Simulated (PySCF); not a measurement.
P, charge -1, triplet (in this run its highest filled SCF level lies above zero, so its values depend strongly on the basis, on diffuse functions most of all); DF-PBE/6-311++G** (PySCF).

PySCF was given this input:
```python
from pyscf import gto, scf, dft
import numpy

mol = gto.M(
    atom='''
P     0.00000000    0.00000000    0.00000000
''',
    basis='6-311++g**',
    charge=-1,
    spin=2,
    verbose=4,
)
print('smallest overlap eigenvalue', numpy.linalg.eigvalsh(mol.intor('int1e_ovlp'))[0])

mf = dft.UKS(mol)
mf.xc = 'pbe'
mf = mf.density_fit(auxbasis='def2-universal-jkfit')
mf = scf.addons.remove_linear_dep_(mf, threshold=1e-8, lindep=1e-8)
mf.kernel()
```

It wrote (shortened):

```
PySCF version 2.14.0

[INPUT] verbose = 4
[INPUT] num. atoms = 1
[INPUT] num. electrons = 16
[INPUT] charge = -1
[INPUT] spin (= nelec alpha-beta = 2S) = 2
[INPUT] symmetry False subgroup None
[INPUT] Mole.unit = angstrom
[INPUT] Symbol           X                Y                Z      unit          X                Y                Z       unit  Magmom
[INPUT]  1 P      0.000000000000   0.000000000000   0.000000000000 AA    0.000000000000   0.000000000000   0.000000000000 Bohr   0.0

nuclear repulsion = 0
number of shells = 14
number of NR pGTOs = 49
number of NR cGTOs = 30
basis = 6-311++g**
ecp = {}
input.py:18: DeprecationWarning: remove_linear_dep_ is deprecated and will be removed in a future release. Linear dependency handling is now built into the SCF procedure by default. Linear dependency removal can be controlled using the following settings:
  pyscf.scf.hf.remove_overlap_zero_eigenvalue = True
  pyscf.scf.hf.overlap_zero_eigenvalue_threshold = 1e-6

  mf = scf.addons.remove_linear_dep_(mf, threshold=1e-8, lindep=1e-8)
smallest overlap eigenvalue 0.03783299996221408

******** <class 'pyscf.df.df_jk.DFUKS'> ********
method = DFUKS
initial guess = minao
damping factor = 0
level_shift factor = 0
DIIS = <class 'pyscf.scf.diis.CDIIS'>
diis_start_cycle = 1
diis_space = 8
diis_damp = 0
SCF conv_tol = 1e-09
SCF conv_tol_grad = None
SCF max_cycles = 50
direct_scf = False
number electrons alpha = 9  beta = 7
XC library pyscf.dft.libxc version 7.1.2
    S. Lehtola, C. Steigemann, M. J. T. Oliveira, and M. A. L. Marques,  SoftwareX 7, 1–5 (2018)
XC functionals = pbe
    J. P. Perdew, K. Burke, and M. Ernzerhof,  Phys. Rev. Lett. 77, 3865 (1996)
    J. P. Perdew, K. Burke, and M. Ernzerhof,  Phys. Rev. Lett. 78, 1396 (1997)
    J. P. Perdew, K. Burke, and M. Ernzerhof,  Phys. Rev. Lett. 77, 3865 (1996)
    J. P. Perdew, K. Burke, and M. Ernzerhof,  Phys. Rev. Lett. 78, 1396 (1997)
radial grids:
    Treutler-Ahlrichs [JCP 102, 346 (1995); DOI:10.1063/1.469408] (M4) radial grids

becke partition: Becke, JCP 88, 2547 (1988); DOI:10.1063/1.454033
pruning grids: <function nwchem_prune>
grids dens level: 3
symmetrized grids: False
atomic radii adjust function: <function treutler_atomic_radii_adjust>
small_rho_cutoff = 0
Set gradient conv threshold to 3.16228e-05
tot grids = 19184
init E= -341.002458257414

cycle= 1 E= -341.096155590253  delta_E= -0.0937  |g|= 0.178  |ddm|= 0.78
cycle= 2 E= -340.994411777819  delta_E= 0.102  |g|= 0.353  |ddm|= 1.42
cycle= 3 E= -341.136839308218  delta_E= -0.142  |g|= 0.0279  |ddm|= 0.985
cycle= 4 E= -341.136935100838  delta_E= -9.58e-05  |g|= 0.00277  |ddm|= 0.0191
cycle= 5 E= -341.136939195493  delta_E= -4.09e-06  |g|= 0.00127  |ddm|= 0.012
cycle= 6 E= -341.13694129624  delta_E= -2.1e-06  |g|= 9.39e-05  |ddm|= 0.00313
cycle= 7 E= -341.136941319684  delta_E= -2.34e-08  |g|= 1.84e-05  |ddm|= 0.000595
cycle= 8 E= -341.136941320937  delta_E= -1.25e-09  |g|= 2.54e-06  |ddm|= 0.000171
cycle= 9 E= -341.13694132096  delta_E= -2.31e-11  |g|= 1.25e-06  |ddm|= 1.79e-05
Extra cycle  E= -341.136941320975  delta_E= -1.47e-11  |g|= 1.28e-06  |ddm|= 1.43e-05
converged SCF energy = -341.136941320975  <S^2> = 2.0081993  2S+1 = 3.0054613
```
